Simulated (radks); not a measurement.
These are the eigenvalues of the occupied orbitals of an atom or ion with whole-number occupations (hartree). Method: non-relativistic Kohn-Sham, revPBE, spin-polarised, spherical densities, point nucleus; computed with a radial shooting solver on a logarithmic mesh with Libxc functionals.

1s up: -49.89838
1s down: -49.79816
2s up: -5.98925
2s down: -5.76670
2p up: -4.83533
2p down: -4.58940

Which element is it, and in what charge state? The configuration may be excited. Open shells, if any, are filled with parallel spins first.

Answer. Z = 12, magnesium, charge +4: Mg4+ in [He] 2s2 2p4. The list shows which subshells hold electrons but not how many an open one holds; the 1s level, -49.898 hartree, gives Z - s = 10.0 by -(Z - s)^2/2, which with screening narrows Z to a few neighbours, and the depths of the outer levels then fix element, charge and occupations together.
